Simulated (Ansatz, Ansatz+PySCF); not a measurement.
```xyz
6

H     0.0000    0.0000    0.0000
H     0.0000    0.0000    1.8000
H     0.0000    0.0000    3.6000
H     0.0000    0.0000    5.4000
H     0.0000    0.0000    7.2000
H     0.0000    0.0000    9.0000
```

Basis set: cc-pVDZ (spherical functions). All electrons are correlated. Charge 0, multiplicity 1.

Computed with Ansatz (development build ahead of 0.2.0); each method stands on the lowest determinant of its kind that the runs found. Restricted open shells among the atoms or ions are ROHF, correlated in semicanonical orbitals with singles. Restricted functionals stand beside restricted open-shell atoms, which can lie above the unrestricted atoms usual in DFT and then raise those values.

Q: Give the atomization energy at this shape (free ground-state atoms in the same class of orbitals less the molecule, no zero-point energy) of singlet H₆ by r²SCAN (unrestricted), RHF-CCSD(T), PBE (unrestricted), RHF-CCSDT(Q), PBE0 (unrestricted), UHF-CCSDT(Q), UHF-CCSD(T), PBE (restricted), ωB97X (unrestricted), r²SCAN (restricted), PBE0 (restricted), UHF-MP2, ωB97X (restricted), UHF, RHF-MP2, RHF.

A:

```json
{"method": "r²SCAN (unrestricted)", "atomization energy": "318.8 kJ/mol"}
{"method": "RHF-CCSD(T)", "atomization energy": "286.9 kJ/mol"}
{"method": "PBE (unrestricted)", "atomization energy": "288.1 kJ/mol"}
{"method": "RHF-CCSDT(Q)", "atomization energy": "269.2 kJ/mol"}
{"method": "PBE0 (unrestricted)", "atomization energy": "245.7 kJ/mol"}
{"method": "UHF-CCSDT(Q)", "atomization energy": "251.0 kJ/mol"}
{"method": "UHF-CCSD(T)", "atomization energy": "242.1 kJ/mol"}
{"method": "PBE (restricted)", "atomization energy": "244.9 kJ/mol"}
{"method": "ωB97X (unrestricted)", "atomization energy": "207.7 kJ/mol"}
{"method": "r²SCAN (restricted)", "atomization energy": "202.3 kJ/mol"}
{"method": "PBE0 (restricted)", "atomization energy": "134.8 kJ/mol"}
{"method": "UHF-MP2", "atomization energy": "138.7 kJ/mol"}
{"method": "ωB97X (restricted)", "atomization energy": "84.2 kJ/mol"}
{"method": "UHF", "atomization energy": "101.9 kJ/mol"}
{"method": "RHF-MP2", "atomization energy": "-7.0 kJ/mol"}
{"method": "RHF", "atomization energy": "-351.7 kJ/mol"}
```

Caution for r²SCAN (unrestricted), PBE (unrestricted): the unrestricted determinant is spin contaminated. Caution for RHF-CCSD(T), RHF-CCSDT(Q), PBE (restricted), r²SCAN (restricted), PBE0 (restricted), ωB97X (restricted), RHF-MP2, RHF: an unrestricted determinant lies well below. Caution for RHF-CCSD(T), RHF-CCSDT(Q), RHF-MP2: large amplitudes, a single reference is doubtful. Caution for RHF-CCSD(T), UHF-CCSD(T), RHF-MP2: the program doubts this total. Caution for PBE0 (unrestricted), UHF-CCSDT(Q), UHF-CCSD(T), ωB97X (unrestricted), UHF-MP2, UHF: the determinant breaks the point group; the unrestricted determinant is a mixture of spin states. Caution for UHF-CCSDT(Q): another reference gives a lower total. Caution for UHF-CCSDT(Q), UHF-CCSD(T), UHF-MP2: bonds are stretched, where a single reference can fail. Caution for RHF: the molecule lies well above its atoms at this level.
